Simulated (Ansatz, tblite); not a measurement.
Cost and result up the ladder for ZrO4H4 (9 atoms). Charge 0, multiplicity 1. Geometry: PBE-D4/def2-SVP.

Cartesian coordinates in Å:
```
Zr -0.0100 -0.0993 0.2115
O -0.2121 0.0553 -2.0704
O 0.7888 0.9083 -1.3820
O 1.3435 0.0087 1.5718
O -1.7353 0.5254 0.8008
H 2.0191 0.0982 2.2570
H -2.4190 1.0574 1.2305
H 0.3495 -0.5974 -2.5437
H -0.1246 -1.9566 -0.0754
```

Ansatz on 4 threads of Arm Neoverse V1 on a shared host; xTB runs through tblite on one thread. Times are rough, summed over both states, and most runs start from the orbitals of an earlier one. PBE0-D4/def2-TZVP serves as the yardstick here, not as an exact answer. The other state is a triplet.

In the def2 sets Zr takes a core potential; there is no spin–orbit coupling. The xTB rows come from tblite. The structure holds one bond between oxygen atoms, so isomers without such links may lie far lower. The structure comes from a short search, and lower isomers may exist.

xTB has no spin-polarisation term.

| level | functions | wall time |
| --- | --- | --- |
| GFN2-xTB | 29 | 0.009 s |
| GFN1-xTB | 33 | 0.011 s |
| PBE-D4/def2-TZVP | 188 | 5.1 s |
| PBE0-D4/def2-TZVP | 188 | 7.8 s |
| r2SCAN-D4/def2-TZVP (with forces) | 188 | 12 s |

Q: Estimate what each level gives for the vertical triplet (eV).

A: 
| level | vertical triplet (eV) | difference from PBE0-D4/def2-TZVP (eV) |
| --- | --- | --- |
| GFN2-xTB | 4.75 | 0.65 |
| GFN1-xTB | 4.32 | 0.21 |
| PBE-D4/def2-TZVP | 3.96 | -0.14 |
| PBE0-D4/def2-TZVP | 4.10 | 0.00 |
| r2SCAN-D4/def2-TZVP (with forces) | 3.95 | -0.15 |
